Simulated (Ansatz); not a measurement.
Species: CdTe, charge 0, multiplicity 1. 
Coordinates optimised at B3LYP-D3(BJ)/def2-TZVP (Ansatz, a quantum-chemistry and plane-wave program):
SMILES: [Te]=[Cd]
```xyz
2

Cd     0.0000     0.0000    -1.3440
Te     0.0000     0.0000     1.2406
```
Charge 0, spin multiplicity 1.

Property: vertical ionisation energy (to the doublet state of charge +1; each state is the SCF solution reached for its spin; for the singlet the Hartree-Fock reference is unstable and T1 is 0.022), in eV. Correlated levels leave the core frozen unless marked. Open shells are spin-unrestricted. Spin-orbit coupling is left out. The frozen core is the preceding noble-gas configuration, with the filled d and f shells of earlier blocks. Past Kr the def2 sets carry scalar-relativistic core potentials. CBS marks a two-point X^-3 extrapolation of the correlation energy; Hartree-Fock from the larger set.

```
level                                 program  vertical ionisation energy (eV)
------------------------------------  -------  -------------------------------
SVWN5/def2-TZVPD                       Ansatz                              ___
PBE/def2-TZVPD                         Ansatz                             7.71
r2SCAN/def2-TZVPD                      Ansatz                              ___
B3LYP/def2-TZVPD                       Ansatz                             7.73
PBE0/def2-TZVPD                        Ansatz                             7.59
BHLYP/def2-TZVPD                       Ansatz                             7.44
CAM-B3LYP/def2-TZVPD                   Ansatz                              ___
wB97M-V/def2-TZVPD                     Ansatz                             7.49
wB97X-V/def2-TZVPD                     Ansatz                              ___
CCSD/def2-SVPD                         Ansatz                             7.33
CCSD/def2-TZVPPD                       Ansatz                             7.44
CCSD/def2-QZVPPD                       Ansatz                             7.54
CCSD(T)/CBS(def2-TZVPPD,def2-QZVPPD)   Ansatz                             7.79
```

What belongs in the gaps?


- SVWN5/def2-TZVPD, vertical ionisation energy (eV): 8.04
- r2SCAN/def2-TZVPD, vertical ionisation energy (eV): 7.63
- CAM-B3LYP/def2-TZVPD, vertical ionisation energy (eV): 7.64
- wB97X-V/def2-TZVPD, vertical ionisation energy (eV): 7.51
